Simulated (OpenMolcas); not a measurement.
## Nb2+: effect of the IPEA shift

```yaml
Program: OpenMolcas 26.06
Basis: ANO-RCC-VTZP [7s6p4d2f1g]
Scalar_Hamiltonian: DKH2, point nucleus
Active_space: 3 electrons in 6 orbitals (4d 5s)
State_averaging: 2S+1 = 4 even, 20 roots; 2S+1 = 2 even, 70 roots kept (CI in the orbitals of an earlier block)
Spin-orbit_coupling: state interaction with AMFI integrals over the reference wave functions, term energies averaged over their components
```

Methods on the same reference wave functions:
A. CASSCF
B. MS-CASPT2, IPEA 0 Eh, imaginary shift 0.1 Eh (closed shells correlated: 4s 4p)
C. MS-CASPT2, IPEA 0.25 Eh, imaginary shift 0.1 Eh (closed shells correlated: 4s 4p)

Energies in cm⁻¹ above 4d³ ⁴F_3/2, the measured ground level; measured values from the list in Shadmi, J. Res. Natl. Bur. Stand. 70A, 435 (1966).

| Level | A | B | C | Measured |
| --- | --- | --- | --- | --- |
| 4d³ ⁴F_3/2 | 0.0 | 0.0 | 0.0 | 0.0 |
| 4d³ ⁴F_5/2 | 523 | 541 | 538 | 516 |
| 4d³ ⁴F_7/2 | 1206 | 1228 | 1225 | 1177 |
| 4d³ ⁴F_9/2 | 2010 | 2010 | 2020 | 1939 |
| 4d³ ⁴P_3/2 [70 %] | 11300 | 8400 | 8830 | 8608 |
| 4d³ ⁴P_1/2 | 11312 | 8520 | 8910 | 8664 |
| 4d³ ²G_7/2 | 11853 | 9120 | 9690 | 9236 |
| 4d³ ⁴P_5/2 | 12230 | 9520 | 9860 | 9594 |
| 4d³ ²G_9/2 | 12447 | 9730 | 10290 | 9804 |
| 4d³ ²P_1/2 | 13784 | 10380 | 11010 |  |
| 4d³ ²H_9/2 | 16144 | 13350 | 13700 | 12916 |
| 4d³ ²H_11/2 | 16527 | 13720 | 14050 | 13264 |
| 4d³ ²D_3/2(1) [72 %] | 16672 | 12850 | 13480 |  |
| 4d³ ²D_5/2(1) | 16945 | 13030 | 13690 | 13094 |
| 4d³ ²F_7/2 | 25140 | 19710 | 20480 | 19861 |
| 4d³ ²F_5/2 | 25199 | 19840 | 20610 | 19975 |
| 4d² 5s ⁴F_3/2 | 26674 | 26490 | 26500 | 25220 |
| 4d² 5s ⁴F_5/2 | 27175 | 26980 | 26990 |  |
| 4d² 5s ⁴F_7/2 | 27853 | 27670 | 27680 |  |
| 4d² 5s ⁴F_9/2 | 28703 | 28540 | 28550 | 27374 |
| 4d² 5s ⁴P_1/2 | 38110 | 36090 | 36340 | 34514 |
| 4d² 5s ²F_5/2 [63 %] | 38395 | 33540 | 34210 | 33658 |
| 4d² 5s ⁴P_3/2 [65 %] | 38400 | 36200 | 36570 | 34807 |
| 4d² 5s ²F_7/2 | 39741 | 34830 | 35480 | 35079 |

Deviations, from unrounded energies. A percentage is the sum of absolute deviations over the sum of measured energies, with the sign that they share, or ± where signs differ.

| Against measurement | Levels | A | B | C |
| --- | --- | --- | --- | --- |
| mean absolute deviation (cm-1) | 19 | 2800 | 410 | 640 |
| fine structure of the ground term (%) | 3 | +3.0 | +4.2 | +4.1 |
| other terms of the ground configuration (%) | 10 | +27.3 | ±1.5 | +4.1 |
| other configurations (%) | 6 | +10.2 | ±3.0 | +3.7 |

B lies closest to measurement on these levels and A furthest from it. The largest miss of B in the table is 4d² 5s ⁴P_1/2, by +1600 cm-1. The ranking rests on the paired levels alone, and a cruder setting can come out closer through cancelling errors.

Between B and C the level of the table that moves most is 4d³ ²F_5/2, by 780 cm-1 (lowest in B, highest in C). Moves below CASPT2's spread within the term are not significant.

The mean deviations of B to C differ by less than CASPT2's widest spread within a term (1100 cm-1), so their order carries little weight.

From A to B the spin-free energies of the other terms of 4d³ shown, above ⁴F, scale by factors of 0.72 to 0.81, as is usual when dynamic correlation screens the repulsion within a d or f shell.

The lowest spin-free term lies below A's lowest term by 0.294 hartree in B, 0.286 hartree in C.

CASPT2 does not keep the components of a term degenerate, so their means are used; among the terms shown or strongly mixed into the levels shown the widest spread is 1100 cm-1 (4d² 5s ²F, B). Terms from blocks run as CI alone lack orbitals of their own. Configurations are named by rounded mean occupations; where the s occupation lies near a half they are strongly mixed, a name can repeat and a true partner stay unpaired. A single d shell beside an s shell can misplace configurations of different d count against each other. Without dynamic correlation excited terms often stand tens of per cent too high (terms of higher spin than the ground term too low), and those without a measured partner can miss by more than the paired ones (holds for A). Measured partners are found by configuration, term and J. A level has none where our copy of the source lacks it or the pairing is in doubt (some pairs that miss far off the trend of their configuration count as doubtful), and it then counts in no deviation. Only configurations of the active space appear. Levels that lie high or do not pair safely by name in every column are left out.

A share in square brackets marks a mixed level and gives the weight of the term that names it, the lowest over the columns. A number in round brackets counts repeated terms of one configuration in the order of the reference energies.
